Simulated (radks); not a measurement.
All-electron atom: Te31+ in [Ar] 3d3.

Calculated with a radial shooting solver on a logarithmic mesh with Libxc functionals: scalar-relativistic Kohn-Sham, BLYP, spin-polarised, spherical densities, finite nucleus; open shells are filled with parallel spins first (spin-orbit coupling, left out, can overturn this in heavy ions); Fermi nuclear charge, rms radius 4.7423 fm.

Energy parts (hartree):
total: -6128.46289
kinetic: 6450.89843
electron-nucleus: -13626.83105
Hartree: 1174.22437
exchange-correlation: -126.75464

Orbitals (lengths in bohr, moments of r in powers of bohr):
| orbital | occ. | eigenvalue (hartree) | <r^4> |
|---|---|---|---|
| 1s up | 1 | -1216.503 | 2.871e-06 |
| 1s down | 1 | -1216.499 | 2.870e-06 |
| 2s up | 1 | -231.3850 | 0.0004753 |
| 2s down | 1 | -231.0074 | 0.0004735 |
| 2p up | 3 | -213.4536 | 0.0003406 |
| 2p down | 3 | -213.1679 | 0.0003387 |
| 3s up | 1 | -81.16368 | 0.01560 |
| 3s down | 1 | -80.73692 | 0.01574 |
| 3p up | 3 | -75.42739 | 0.01520 |
| 3p down | 3 | -74.98449 | 0.01537 |
| 3d up | 3 | -67.81780 | 0.01088 |
| 3d down | 0 | -67.27098 | 0.01107 |
| 4s up | 0 | -40.53711 | 0.2137 |
| 4s down | 0 | -40.38577 | 0.2167 |
| 4p up | 0 | -38.27748 | 0.2273 |
| 4p down | 0 | -38.12648 | 0.2308 |

The highest occupied level is 3d up at -1845.4 eV. The density falls to 0.001 e/bohr^3 at r = 0.89 bohr.
